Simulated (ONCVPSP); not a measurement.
**What one change does to a pseudopotential (N, ONCV)**

- Element: nitrogen
- Generator: ONCVPSP 4.0.1
- Type: optimised norm-conserving Vanderbilt (ONCV)
- Functional: PBE
- Relativity: scalar-relativistic
- Frozen core: [He]
- Valence charge: 5
- Reference configuration: 2s2 2p3
- Partial waves: 2s: rc 0.75 bohr, ncon 5, nbas 9, qcut 7.3 1/bohr, 2 projectors, debl 3.3 Ha; 2p: rc 1.80 bohr, ncon 3, nbas 6, qcut 7.1 1/bohr, 2 projectors, debl 4 Ha; d scattering state at 0.29 Ha: rc 1.40 bohr, ncon 5, nbas 9, qcut 7.9 1/bohr, 1 projector
- Local potential: polynomial inside 0.60 bohr (lpopt 3, dvloc0 4 Ha)
- Core correction: Teter function, fcfact 4, rcfact 1.65

All-electron outer shells of the reference configuration (PBE, scalar-relativistic, ld1.x):

| shell | level (eV) | outermost node (bohr) | outermost maximum (bohr) |
| --- | --- | --- | --- |
| 1s | -384.72 | – | 0.15 |
| 2s | -18.58 | 0.32 | 1.02 |
| 2p | -7.09 | – | 0.98 |

Change: core correction Teter function, fcfact 4, rcfact 0.94.

Cutoffs: the cutoffs (Ha) at which the residual kinetic energy of the hardest occupied pseudo-wave falls to 1 and 0.1 mHa per electron; they do not see the model core or the augmentation charge, which bear on the density cutoff. Errors are all-electron minus pseudo energies relative to the spin-unpolarised reference configuration.

Problem. Predict the effect on cutoff, ghosts and configuration errors.

Solution. The potential gets neither clearly harder nor softer (124 Ha and 375 Ha → 124 Ha and 375 Ha); both files keep a bound ghost (s); the errors of the 3 common tests hardly move. A model core, the more so a compact one, raises the density cutoff, which this test does not measure.

```csv
quantity,base,changed
"cutoff, loose",124 Ha,124 Ha
"cutoff, tight",375 Ha,375 Ha
bound ghosts,s,s
GHOST(+) flags under 300 eV,none,none
tests with a reliable result,3 of 4,3 of 4
"error for 2s2 2p2, meV [ΔE 13.59 eV]",+43,+42
"error for 2s2 2p1, meV [ΔE 42.44 eV]",+356,+359
"error for 2s2 2p0, meV [ΔE 89.53 eV]",+1385,+1434
s: phases at 0.76 bohr within 0.05 rad from the reference energy up to (Ha; the scan ends near 5),to the end of the scan,to the end of the scan
p: phases at 1.82 bohr within 0.05 rad from the reference energy up to (Ha; the scan ends near 5),to the end of the scan,to the end of the scan
d: phases at 1.42 bohr within 0.05 rad from the reference energy up to (Ha; the scan ends near 5),to the end of the scan,to the end of the scan
"rms error of d²Exc/dni dnj with the model core, mHa",1.47,1.95
```

 A true bound ghost makes a file unfit for plane-wave use even where its test errors are small: the radial tests pick states by their node count and pass the ghost by.
